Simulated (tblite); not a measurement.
Record of a relaxation.

Species: C2H8BrGeSi (doublet state).
SMILES with atom numbers: `[CH3:1][SiH2:2][CH:3][GeH2:4][Br:5]` (hydrogens: H6, H7, H8 on C1; H9, H10 on Si2; H11 on C3; H12, H13 on Ge4)

Computed with GFN2-xTB (tblite), gas phase: L-BFGS steps from a force-field or distance-geometry start until the largest atomic force falls under 0.01 eV/Å. 10 of its 133 geometries are shown.

Step 0: E = -436.3421 eV, largest atomic force 1.645 eV/Å
```
atom  x, y, z in Å  |  force x, y, z in eV/Å
C1     -1.687    0.764    0.361   -1.235   0.582  -0.257
Si2    -0.899   -0.880    0.033    0.000  -0.373  -0.654
C3      0.543   -0.569   -1.139    0.151  -1.430   0.798
Ge4     2.022    0.264   -0.220    0.206   0.216  -0.079
Br5     1.338    2.005    1.187    0.467  -0.543  -0.368
H6     -2.767    0.653    0.053    1.005   0.486   0.742
H7     -1.568    0.998    1.425   -0.488   0.255  -0.457
H8     -1.269    1.581   -0.245   -0.204  -0.308   0.357
H9     -1.817   -1.740   -0.710   -0.023  -0.228   0.059
H10    -0.457   -1.478    1.301    0.058  -0.173   0.017
H11     0.836   -1.588   -1.484    0.079   0.948  -0.324
H12     3.027    0.873   -1.201    0.057   0.015   0.260
H13     2.693   -0.881    0.621   -0.072   0.553  -0.093
```

Step 15: E = -436.9053 eV, largest atomic force 0.296 eV/Å
```
atom  x, y, z in Å  |  force x, y, z in eV/Å
C1     -1.796    0.755    0.351   -0.101   0.278  -0.019
Si2    -0.984   -0.931    0.021   -0.073   0.036  -0.053
C3      0.619   -0.730   -0.932   -0.067  -0.123   0.125
Ge4     2.146    0.199   -0.210    0.078  -0.008  -0.021
Br5     1.513    1.928    1.125   -0.032   0.030   0.012
H6     -2.863    0.792    0.137    0.070  -0.235   0.001
H7     -1.669    1.056    1.387    0.028  -0.043   0.030
H8     -1.340    1.533   -0.252    0.067   0.061  -0.068
H9     -1.868   -1.843   -0.698   -0.029  -0.039  -0.173
H10    -0.639   -1.552    1.301    0.064  -0.066   0.198
H11     0.808   -1.402   -1.762    0.015   0.200   0.066
H12     3.080    0.844   -1.216   -0.032  -0.060  -0.061
H13     2.990   -0.647    0.730    0.012  -0.030  -0.037
```

Step 29: E = -436.9561 eV, largest atomic force 0.082 eV/Å
```
atom  x, y, z in Å  |  force x, y, z in eV/Å
C1     -1.807    0.753    0.340   -0.006   0.011  -0.011
Si2    -0.997   -0.952    0.062    0.003  -0.041   0.037
C3      0.647   -0.766   -0.807   -0.054   0.045   0.043
Ge4     2.199    0.171   -0.171    0.006  -0.031  -0.043
Br5     1.554    1.939    1.112    0.033   0.024   0.020
H6     -2.871    0.712    0.133   -0.017  -0.020   0.041
H7     -1.673    1.078    1.367   -0.014   0.006   0.004
H8     -1.380    1.524   -0.294    0.022  -0.013  -0.044
H9     -1.837   -1.808   -0.786    0.044   0.016   0.021
H10    -0.749   -1.582    1.373   -0.025   0.011  -0.060
H11     0.755   -1.201   -1.788    0.008  -0.021  -0.034
H12     3.034    0.753   -1.294    0.009   0.019   0.012
H13     3.120   -0.623    0.735   -0.009  -0.005   0.015
```

Step 44: E = -436.9621 eV, largest atomic force 0.039 eV/Å
```
atom  x, y, z in Å  |  force x, y, z in eV/Å
C1     -1.821    0.746    0.332    0.004  -0.010   0.001
Si2    -1.003   -0.957    0.074   -0.010   0.013  -0.001
C3      0.638   -0.735   -0.789    0.003   0.006  -0.031
Ge4     2.209    0.181   -0.169    0.001  -0.014   0.011
Br5     1.637    1.966    1.133   -0.008  -0.027  -0.014
H6     -2.895    0.684    0.183   -0.001  -0.009   0.026
H7     -1.642    1.113    1.339    0.009   0.013  -0.018
H8     -1.433    1.490   -0.359   -0.014  -0.010   0.001
H9     -1.805   -1.819   -0.800   -0.017   0.001  -0.005
H10    -0.786   -1.610    1.374    0.007   0.017   0.011
H11     0.731   -1.164   -1.777    0.035   0.018   0.003
H12     3.059    0.752   -1.287   -0.011   0.000  -0.001
H13     3.108   -0.647    0.728    0.003   0.001   0.015
```

Step 59: E = -436.9804 eV, largest atomic force 0.237 eV/Å
```
atom  x, y, z in Å  |  force x, y, z in eV/Å
C1     -1.864    0.734    0.306   -0.123   0.202   0.015
Si2    -0.998   -0.936    0.035    0.116  -0.065  -0.031
C3      0.651   -0.688   -0.815   -0.063   0.044   0.088
Ge4     2.236    0.149   -0.110   -0.065  -0.002  -0.160
Br5     1.711    1.938    1.207   -0.022  -0.035  -0.015
H6     -2.925    0.580    0.514    0.191   0.050  -0.047
H7     -1.433    1.271    1.151   -0.038  -0.074  -0.113
H8     -1.778    1.381   -0.568   -0.063  -0.100   0.116
H9     -1.801   -1.819   -0.824    0.049   0.034   0.030
H10    -0.750   -1.542    1.351   -0.011  -0.039   0.000
H11     0.759   -1.047   -1.829   -0.011   0.010   0.007
H12     3.108    0.707   -1.224    0.011  -0.016   0.086
H13     3.079   -0.728    0.789    0.029  -0.007   0.024
```

Step 73: E = -436.9958 eV, largest atomic force 0.038 eV/Å
```
atom  x, y, z in Å  |  force x, y, z in eV/Å
C1     -1.891    0.735    0.289   -0.004   0.026   0.013
Si2    -0.980   -0.918    0.034   -0.004   0.004  -0.004
C3      0.651   -0.634   -0.831   -0.003  -0.030  -0.017
Ge4     2.257    0.126   -0.101   -0.011  -0.008   0.012
Br5     1.710    1.890    1.240    0.021   0.007   0.002
H6     -2.864    0.562    0.741    0.029  -0.001  -0.023
H7     -1.329    1.394    0.946   -0.011  -0.007  -0.016
H8     -2.046    1.257   -0.652    0.002  -0.029   0.025
H9     -1.758   -1.810   -0.835   -0.001  -0.009   0.011
H10    -0.733   -1.538    1.346    0.008   0.016  -0.016
H11     0.735   -0.959   -1.859   -0.007   0.026   0.001
H12     3.198    0.685   -1.151   -0.013  -0.003   0.016
H13     3.046   -0.789    0.816   -0.006   0.008  -0.004
```

Step 88: E = -436.9988 eV, largest atomic force 0.047 eV/Å
```
atom  x, y, z in Å  |  force x, y, z in eV/Å
C1     -1.898    0.728    0.270    0.016  -0.029   0.015
Si2    -0.969   -0.917    0.028    0.006  -0.001   0.001
C3      0.648   -0.607   -0.851   -0.006  -0.009  -0.026
Ge4     2.255    0.105   -0.079    0.001   0.008   0.001
Br5     1.742    1.876    1.270   -0.001  -0.007   0.005
H6     -2.799    0.561    0.851   -0.040   0.000   0.016
H7     -1.288    1.454    0.797    0.013   0.019   0.020
H8     -2.191    1.163   -0.680   -0.002   0.015  -0.045
H9     -1.750   -1.829   -0.813    0.003  -0.017   0.000
H10    -0.691   -1.511    1.344    0.004   0.008  -0.002
H11     0.712   -0.847   -1.903   -0.005   0.023   0.023
H12     3.226    0.664   -1.098    0.013  -0.015  -0.009
H13     2.999   -0.839    0.845   -0.002   0.005   0.001
```

Step 103: E = -437.0019 eV, largest atomic force 0.034 eV/Å
```
atom  x, y, z in Å  |  force x, y, z in eV/Å
C1     -1.909    0.715    0.259   -0.033   0.000  -0.008
Si2    -0.956   -0.923    0.049   -0.003   0.003  -0.001
C3      0.630   -0.566   -0.864    0.013  -0.018  -0.002
Ge4     2.253    0.090   -0.078    0.028  -0.007   0.008
Br5     1.771    1.873    1.271    0.007  -0.005  -0.012
H6     -2.824    0.559    0.822    0.011  -0.028  -0.009
H7     -1.312    1.452    0.791    0.012  -0.006   0.009
H8     -2.178    1.139   -0.705    0.002  -0.006   0.002
H9     -1.711   -1.885   -0.765   -0.009   0.022   0.021
H10    -0.635   -1.483    1.370   -0.010   0.017  -0.012
H11     0.655   -0.705   -1.935   -0.010   0.008   0.013
H12     3.252    0.604   -1.091    0.018   0.023  -0.010
H13     2.961   -0.870    0.857   -0.024  -0.003   0.002
```

Step 117: E = -437.0038 eV, largest atomic force 0.014 eV/Å
```
atom  x, y, z in Å  |  force x, y, z in eV/Å
C1     -1.919    0.704    0.250    0.003   0.004   0.000
Si2    -0.941   -0.921    0.062   -0.005   0.001  -0.001
C3      0.630   -0.550   -0.873    0.001   0.007   0.007
Ge4     2.265    0.073   -0.085    0.001   0.006  -0.006
Br5     1.798    1.873    1.251    0.006   0.001  -0.001
H6     -2.846    0.527    0.786   -0.008  -0.004  -0.003
H7     -1.344    1.442    0.804   -0.009  -0.001  -0.005
H8     -2.166    1.129   -0.719   -0.003  -0.002   0.014
H9     -1.701   -1.903   -0.720    0.002   0.004  -0.004
H10    -0.608   -1.450    1.392    0.008   0.002  -0.003
H11     0.612   -0.601   -1.951    0.005  -0.006  -0.004
H12     3.288    0.578   -1.082   -0.003  -0.012   0.004
H13     2.926   -0.901    0.866    0.002  -0.001   0.002
```

Step 132: E = -437.0047 eV, largest atomic force 0.008 eV/Å
```
atom  x, y, z in Å  |  force x, y, z in eV/Å
C1     -1.946    0.696    0.252   -0.003  -0.001   0.004
Si2    -0.932   -0.906    0.063   -0.002  -0.002  -0.002
C3      0.632   -0.519   -0.876    0.000  -0.004   0.004
Ge4     2.280    0.063   -0.083   -0.001  -0.002  -0.008
Br5     1.851    1.886    1.234    0.000   0.004  -0.002
H6     -2.872    0.493    0.781   -0.001   0.003   0.006
H7     -1.395    1.448    0.810    0.002  -0.003   0.002
H8     -2.201    1.119   -0.716    0.002   0.000  -0.002
H9     -1.680   -1.900   -0.715    0.003  -0.002  -0.007
H10    -0.580   -1.430    1.389   -0.001   0.004   0.004
H11     0.609   -0.555   -1.955    0.005   0.002  -0.003
H12     3.321    0.526   -1.080    0.002   0.001   0.003
H13     2.908   -0.920    0.880   -0.004  -0.001   0.001
```

**Question.** Summarise the path.

**Answer.** The energy falls by 15.28 kcal/mol from step 0 to step 132; nine tenths of that is first reached at step 20. It falls at every step. The largest force goes from 1.645 to 0.008 eV/Å. Among the bonds Ge4–H13 changes most, from 1.571 to 1.513 Å; the atoms move by 0.608 Å rms after alignment.

The cost below is that of the whole relaxation. On an Arm Neoverse V1 with one thread (shared host), this took 0.92 s wall.
